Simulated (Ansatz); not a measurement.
`BC1OCC1=N` → `NB(O)C1C=C1`  (isomerisation)

Computed with Ansatz on PBE0-D4/def2-TZVP structures; ΔE is electronic, products minus reactants. CCSD(T)/CBS is the MP2 limit (def2-TZVPP, def2-QZVPP) plus CCSD(T) − MP2 in def2-TZVPP, frozen cores. Functionals use def2-TZVPP. B3LYP here is the variant with VWN-RPA as its local correlation; programs differ in this. One conformer a species, not always the lowest.

```json
{"level": "PBE0-D4", "ΔE (kcal/mol)": "-64.5", "difference from CCSD(T)/CBS": "3.5"}
{"level": "ωB97X-V", "ΔE (kcal/mol)": "-62.2", "difference from CCSD(T)/CBS": "5.8"}
{"level": "ωB97M-V", "ΔE (kcal/mol)": "-65.9", "difference from CCSD(T)/CBS": "2.1"}
{"level": "B2PLYP", "ΔE (kcal/mol)": "-66.2", "difference from CCSD(T)/CBS": "1.8"}
{"level": "PBE", "ΔE (kcal/mol)": "-63.1", "difference from CCSD(T)/CBS": "4.9"}
{"level": "r2SCAN", "ΔE (kcal/mol)": "-65.5", "difference from CCSD(T)/CBS": "2.5"}
{"level": "PBE0", "ΔE (kcal/mol)": "-64.7", "difference from CCSD(T)/CBS": "3.3"}
{"level": "B3LYP", "ΔE (kcal/mol)": "-64.4", "difference from CCSD(T)/CBS": "3.6"}
{"level": "MP2/def2-QZVPP", "ΔE (kcal/mol)": "-72.2", "difference from CCSD(T)/CBS": "-4.2"}
{"level": "MP2/CBS(def2)", "ΔE (kcal/mol)": "-73.1", "difference from CCSD(T)/CBS": "-5.1"}
{"level": "CCSD(T)/CBS", "ΔE (kcal/mol)": "-68.0", "difference from CCSD(T)/CBS": "0"}
```

Largest T1 diagnostic among the species: 0.013.

From PBE to PBE0 (25 % exact exchange), in def2-TZVPP and without D4, ΔE moves by −1.6 kcal/mol. In def2-TZVPP, CCSD(T) changes the Hartree–Fock value by −3.9 kcal/mol (the triples alone add −0.0 kcal/mol) and MP2 by −9.1 kcal/mol.
